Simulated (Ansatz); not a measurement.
`F[SiH]([SiH3])P` + H₂O → `O[SiH](F)[SiH3]` + PH₃ at 600 K and 1 bar (formal hydrolysis of the Si–P bond).

Computed with Ansatz on PBE0-D4/def2-TZVP structures; ΔE is electronic, products minus reactants. CBS: MP2 limit from def2 TZ/QZ plus the TZ coupled-cluster correction, frozen cores. This one scheme is used for every species. Each species was taken in one conformer, which may not be the lowest.

```json
{"species": "`F[SiH]([SiH3])P`", "CCSD(T)/CBS energy (Eh)": "-1022.55000", "H − E (kJ/mol)": "209.3", "S (J/(mol·K))": "463.4"}
{"species": "H₂O", "CCSD(T)/CBS energy (Eh)": "-76.37941", "H − E (kJ/mol)": "76.8", "S (J/(mol·K))": "212.8"}
{"species": "`O[SiH](F)[SiH3]`", "CCSD(T)/CBS energy (Eh)": "-756.23815", "H − E (kJ/mol)": "192.9", "S (J/(mol·K))": "428.9"}
{"species": "PH₃", "CCSD(T)/CBS energy (Eh)": "-342.72256", "H − E (kJ/mol)": "86.3", "S (J/(mol·K))": "240.2"}
```

H − E and S are ideal-gas, rigid-rotor, harmonic terms from PBE0-D4/def2-TZVP, for one conformer and one mirror image of each species. 1 Eh = 2625.50 kJ/mol, R = 8.31446 J/(mol·K).

Question: By hand: ΔE, ΔH, ΔS and ΔG.

Answer: ΔE = (-756.23815) + (-342.72256) − (-1022.55000) − (-76.37941) = -0.03130 Eh = -82.2 kJ/mol. Δ(H − E) = 192.9 + 86.3 − 209.3 − 76.8 = -6.9, so ΔH = -89.1 kJ/mol. ΔS = 428.9 + 240.2 − 463.4 − 212.8 = -7.1 J/(mol·K). ΔG = -89.1 − 600 × (-7.1)/1000 = -84.8 kJ/mol.

Question: By hand: the equilibrium constant, and the temperature at which ΔG would vanish if ΔH and ΔS stayed fixed.

Answer: log₁₀ K = −ΔG/(RT ln 10) = 7.4. ΔG = 0 at ΔH/ΔS = 12549 K, far beyond where these terms or the molecules hold.

The number of gas molecules stays the same, so ΔS is small and ΔH decides. A doubt of 5 kJ/mol in ΔE shifts log₁₀ K by 0.4 here. Other conformers and mirror images would add mixing entropy, several J/(mol·K) or more a flexible species. These are equilibria of isolated gas molecules and say nothing of rates. Largest T1 diagnostic: 0.014 (customary marks: 0.02 for closed shells, 0.045 for open ones).
